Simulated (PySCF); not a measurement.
Compound: C₂H₇NSSi₂.
Geometry (PBE0-D3(BJ)/def2-SVP, Å), atoms numbered from 1 in this order:
```xyz
13
C2H7NSSi2 angstrom
N      3.2848    0.8049    1.8037
C      2.4680    0.1655    1.2883
C      1.4154   -0.5964    0.6497
Si    -0.2016    0.3958    0.5295
S     -1.5786   -0.9418   -0.4315
Si    -3.2970    0.3530   -0.5677
H      1.2224   -1.5211    1.2176
H      1.7260   -0.8908   -0.3661
H      0.0180    1.6268   -0.2819
H     -0.6653    0.7721    1.8951
H     -4.3581   -0.4533   -1.2304
H     -2.9788    1.5644   -1.3795
H     -3.7410    0.7824    0.7911
```

Level of theory: PBE0-D3(BJ)/def2-SVP geometry optimisation, gas phase in PySCF.

Masses are those of the commonest isotopes; rigid-rotor values at the optimised geometry. The values belong to one conformer with, in the numbering `[N:1]#[C:2][CH2:3][SiH2:4][S:5][SiH3:6]`, C2–C3–Si4–S5 180°, C3–Si4–S5–Si6 -178°.

Q: Give the principal moments of inertia and the rotational constants in cm⁻¹.

A: Ia = 70.33, Ib = 739.68, Ic = 794.79 u·Å²; 505379 MHz·u·Å²/I gives 7186, 683.2 and 635.9 MHz, that is A = 0.23971, B = 0.02279, C = 0.02121 cm⁻¹.

Q: What kind of rotor is it?

A: A near-prolate asymmetric top. Ray's parameter κ = (2B − A − C)/(A − C) = -0.986; −1 is the prolate and +1 the oblate limit.

Q: Is it planar, by Δ = Ic − Ia − Ib?

A: Not planar: Δ = Ic − Ia − Ib = -15.22 u·Å². For a rigid frame Δ = −2 Σ m c², so Σ m c² = 7.61 u·Å² lies off the ab plane: 7.56 from hydrogen and 0.05 from heavier atoms. The atom farthest from that plane is 1.27 Å away.

Q: List the rotational levels J(Ka,Kc) to J = 3 (K).

A: Above 0(0,0), as E/k:
J = 1: 1(0,1) 0.063, 1(1,1) 0.375, 1(1,0) 0.378
J = 2: 2(0,2) 0.190, 2(1,2) 0.500, 2(1,1) 0.507, 2(2,1) 1.443, 2(2,0) 1.443
J = 3: 3(0,3) 0.380, 3(1,3) 0.686, 3(1,2) 0.700, 3(2,2) 1.633, 3(2,1) 1.633, 3(3,1) 3.199, 3(3,0) 3.199

Q: Which types of transition are allowed, and where do some lines up to J = 2 fall?

A: The dipole components are |μa| = 3.47 D, |μb| = 0.80 D, |μc| = 0.04 D. The squared components, which scale the intensities, stand as 1.00 : 0.05 : 0.00 (a : b : c). Some of the stronger lines:

```json
{"type": "a", "branch": "R", "J(Ka,Kc)": "1(0,1) ← 0(0,0)", "MHz": "1319", "lower level (cm⁻¹)": "0.000"}
{"type": "a", "branch": "R", "J(Ka,Kc)": "2(1,2) ← 1(1,1)", "MHz": "2591", "lower level (cm⁻¹)": "0.261"}
{"type": "a", "branch": "R", "J(Ka,Kc)": "2(0,2) ← 1(0,1)", "MHz": "2638", "lower level (cm⁻¹)": "0.044"}
{"type": "a", "branch": "R", "J(Ka,Kc)": "2(1,1) ← 1(1,0)", "MHz": "2686", "lower level (cm⁻¹)": "0.262"}
{"type": "b", "branch": "Q", "J(Ka,Kc)": "1(1,0) ← 1(0,1)", "MHz": "6550", "lower level (cm⁻¹)": "0.044"}
{"type": "b", "branch": "Q", "J(Ka,Kc)": "2(1,1) ← 2(0,2)", "MHz": "6598", "lower level (cm⁻¹)": "0.132"}
{"type": "b", "branch": "R", "J(Ka,Kc)": "1(1,1) ← 0(0,0)", "MHz": "7822", "lower level (cm⁻¹)": "0.000"}
{"type": "b", "branch": "R", "J(Ka,Kc)": "2(1,2) ← 1(0,1)", "MHz": "9094", "lower level (cm⁻¹)": "0.044"}
{"type": "b", "branch": "Q", "J(Ka,Kc)": "2(2,0) ← 2(1,1)", "MHz": "19509", "lower level (cm⁻¹)": "0.352"}
{"type": "b", "branch": "Q", "J(Ka,Kc)": "2(2,1) ← 2(1,2)", "MHz": "19651", "lower level (cm⁻¹)": "0.347"}
{"type": "b", "branch": "R", "J(Ka,Kc)": "2(2,1) ← 1(1,0)", "MHz": "22194", "lower level (cm⁻¹)": "0.262"}
{"type": "b", "branch": "R", "J(Ka,Kc)": "2(2,0) ← 1(1,1)", "MHz": "22242", "lower level (cm⁻¹)": "0.261"}
```

No frequency check. These are rigid-rotor constants of the computed structure; measured ground-state constants (B0) also hold zero-point vibration. A rigid rotor knows nothing of internal rotation, which can split or shift real lines. Quadrupole hyperfine structure (14N) is left out.
